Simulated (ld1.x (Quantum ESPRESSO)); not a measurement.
## What one change does to a pseudopotential (Mn, PAW)

| Property | Result |
| --- | --- |
| Element | manganese (Mn) |
| Generator | ld1.x (Quantum ESPRESSO) 7.5 |
| Type | PAW |
| Functional | revPBE |
| Relativity | scalar-relativistic |
| Frozen core | [Ne] 3s2 |
| Valence charge | 13 |
| Reference configuration | 3p6 3d5 4s2 4p0 |
| Partial waves | 4s (bound): rcut 2.30, rcutus 2.70 bohr; 4s channel at 0.05 Ry: rcut 2.30, rcutus 2.70 bohr; 3p (bound): rcut 1.25, rcutus 1.50 bohr; 4p (bound, empty): rcut 1.25, rcutus 1.50 bohr; 3d (bound): rcut 0.90, rcutus 0.95 bohr; 3d channel at 0.2 Ry: rcut 0.90, rcutus 0.95 bohr |
| Local potential | all-electron potential smoothed inside 1.75 bohr (lloc = -1) |
| Core correction | a·sin(br)/r model core inside 0.65 bohr |
| Augmentation charge | BESSEL, radius 0.95 bohr |

Change: wave 4s channel at 0.05 Ry: rcut 2.30, rcutus 2.70 bohr becomes 4s channel at 1.9 Ry: rcut 2.30, rcutus 2.70 bohr.

Cutoffs: the cutoffs (Ry, on a coarse ladder) from which the occupation-weighted sum of valence levels, in a spherical-Bessel basis at the reference potential, stays within 10 and 1 mRy of its value at 400 Ry; they do not see the model core or the augmentation charge, which bear on the density cutoff. Errors are all-electron minus pseudo energies relative to the spin-unpolarised reference configuration.

Problem. What does the change do?

Solution. The potential gets neither clearly harder nor softer (120 Ry and 200 Ry → 120 Ry and 200 Ry); of the 6 tests that both files solve, the error grows in 0 and shrinks in 2 by more than 15 % and 0.3 meV (median size 18.4 → 16.4 meV); neither file shows a bound ghost at the reference potential, the only one tested.

| quantity | base | changed |
| --- | --- | --- |
| cutoff, loose | 120 Ry | 120 Ry |
| cutoff, tight | 200 Ry | 200 Ry |
| bound ghosts | none | none |
| tests counted (converged, no solver errors) | 6 of 7 | 6 of 7 |
| error for 3p6 3d5 4s1 4p0, meV [ΔE 8.33 eV] | +6.4 | +6.3 |
| error for 3p6 3d5 4s0 4p0, meV [ΔE 23.77 eV] | +29 | +29 |
| error for 3p6 3d5.5 4s1.5 4p0, meV [ΔE -0.48 eV] | +8.1 | +4.9 |
| error for 3p6 3d6 4s0 4p0, meV [ΔE 6.69 eV] | +23 | +23 |
| error for 3p6 3d5 4s0 4p1, meV [ΔE 13.03 eV] | +26 | +26 |
| error for 3p6 3d6 4s1 4p0, meV [ΔE -0.37 eV] | +14 | +10 |
| s: phases at 2.97 bohr within 0.05 rad from the reference energy up to (Ry; the scan ends near 5) | n/a | 3.3 |
| p: phases at 2.97 bohr within 0.05 rad from the reference energy up to (Ry; the scan ends near 5) | n/a | n/a |
| d: phases at 2.97 bohr within 0.05 rad from the reference energy up to (Ry; the scan ends near 5) | to the end of the scan | to the end of the scan |
| lowest overlap eigenvalue by channel | s 0.31, p 0.12, d 0.99 | s 0.48, p 0.12, d 0.99 |

Base: Tests not counted: 3p6 3d4 4s0 4p0 (solver errors, printed error -1375 eV). Changed file: Tests not counted: 3p6 3d4 4s0 4p0 (solver errors, printed error -1375 eV).
